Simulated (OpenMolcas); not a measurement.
## Co⁷⁺: effect of the basis set

| Quantity | Value |
| --- | --- |
| Program | OpenMolcas |
| Method | CASSCF |
| Active space | 2 electrons in 5 orbitals (3d) |
| State averaging | 2S+1 = 3 even, 10 roots; 2S+1 = 1 even, 15 roots |
| Spin-orbit coupling | RASSI with atomic mean-field integrals over the reference wave functions, term energies averaged over their components |

A. ANO-R1 [5s3p2d1f], X2C, finite nucleus; cost about 7 core-seconds
B. ANO-RCC-VDZP [5s4p2d1f], DKH2, point nucleus; cost about 6 core-seconds
C. ANO-RCC-VTZP [6s5p3d2f1g], DKH2, point nucleus; cost about 5 core-seconds
D. ANO-L-VTZP [6s5p3d2f1g], non-relativistic, point nucleus; cost of the order of 3 core-seconds
E. ANO-RCC-VQZP [7s6p4d3f2g1h], DKH2, point nucleus; cost of the order of 7 core-seconds
F. ANO-R3 [8s5p5d3f2g1h], X2C, finite nucleus; cost roughly 4 core-seconds

Energies in cm-1 above 3d2 3F2, the measured ground level; measured values from Sugar and Corliss, J. Phys. Chem. Ref. Data 10, 1097 (1981).

| Level | A | B | C | D | E | F | Measured |
| --- | --- | --- | --- | --- | --- | --- | --- |
| 3d2 3F2 | 0.0 | 0.0 | 0.0 | 0.0 | 0.0 | 0.0 | 0.0 |
| 3d2 3F3 | 1314 | 1317 | 1369 | 1477 | 1425 | 1387 | 1430 |
| 3d2 3F4 | 2948 | 2953 | 3070 | 3306 | 3193 | 3112 | 3144 |
| 3d2 1D2 | 22525 | 22331 | 23126 | 23666 | 23459 | 23525 | 19624 |
| 3d2 3P0 | 25835 | 25622 | 26484 | 27071 | 26848 | 26913 | 22304 |
| 3d2 3P1 | 26321 | 26109 | 26991 | 27621 | 27377 | 27427 | 22839 |
| 3d2 3P2 | 27458 | 27250 | 28180 | 28914 | 28618 | 28632 | 24055 |
| 3d2 1G4 | 34416 | 34120 | 35303 | 36085 | 35766 | 35854 | 32360 |
| 3d2 1S0 | 82729 | 81965 | 84805 | 86445 | 85747 | 86037 | 74247 |

Deviations, from unrounded energies. A percentage is the sum of absolute deviations over the sum of measured energies, with the sign that they share, or ± where signs differ.

| Against measurement | Levels | A | B | C | D | E | F |
| --- | --- | --- | --- | --- | --- | --- | --- |
| mean absolute deviation (cm-1) | 8 | 3000 | 2800 | 3700 | 4300 | 4100 | 4100 |
| fine structure of the ground term (%) | 2 | -6.8 | -6.6 | -2.9 | +4.6 | ±1.2 | -1.6 |
| other terms of the ground configuration (%) | 6 | +12.2 | +11.2 | +15.1 | +17.6 | +16.6 | +16.9 |

B lies closest to measurement on these levels and D furthest from it. The largest miss of B in the table is 3d2 1S0, by +7700 cm-1. The ranking rests on the paired levels alone, and a cruder setting can come out closer through cancelling errors.

Among A to F the level of the table that moves most is 3d2 1S0, by 4500 cm-1 (lowest in B, highest in D).

Without dynamic correlation excited terms often stand tens of per cent too high (terms of higher spin than the ground term too low), and those without a measured partner can miss by more than the paired ones. The basis is small and was not contracted for so high a charge (holds for A; B). Measured partners are found by configuration, term and J. A level has none where our copy of the source lacks it or the pairing is in doubt (some pairs that miss far off the trend of their configuration count as doubtful), and it then counts in no deviation. Only configurations of the active space appear.
